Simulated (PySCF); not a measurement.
## Ti+: excitation energy

Ti+ [Ar] 3d2 4s1 (4F) → Ti+ [Ar] 3d3 (4F), as a difference of total energies. Computed with PySCF 2.14 in x2c-QZVPPall, with the spin-free X2C one-electron Hamiltonian (Gaussian nucleus). Correlated levels: valence: [Ar] frozen. The calculations carry no spin-orbit coupling.

```tsv
method	excitation energy (eV)
UHF	0.672
MP2 (valence)	0.405
SCS-MP2 (valence)	0.583
CCSD (valence)	0.357
CCSD(T) (valence)	0.352
```

Problem. How much does correlation contribute at CCSD(T) (valence)?

Solution. 0.352 − (0.672) = -0.320 eV, measured against UHF.

Errors of the correlated levels include the incompleteness of this basis and the frozen core.

For comparison: 0.107 eV (measured; NIST levels, between the centres of gravity of the two terms).
